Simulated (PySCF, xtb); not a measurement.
CH8FNOSi2, SMILES C(F)[SiH2]N[SiH2]O.

GFN2-xTB (xtb) at its own geometry gives an orbital gap of 5.56 eV and a dipole moment of 2.28 D.

Geometry: B3LYP-D3(BJ)/def2-SVP. The structure was generated by enumeration, and PubChem lists no compound with its InChIKey, so it may never have been made. The values are those of a single conformer.

What does CAM-B3LYP/def2-TZVP (PySCF) give? (The exact figures need the calculation; the answer reports its results.)

gap 10.17 eV (levels -9.10 and 1.07 eV), dipole 2.23 D.
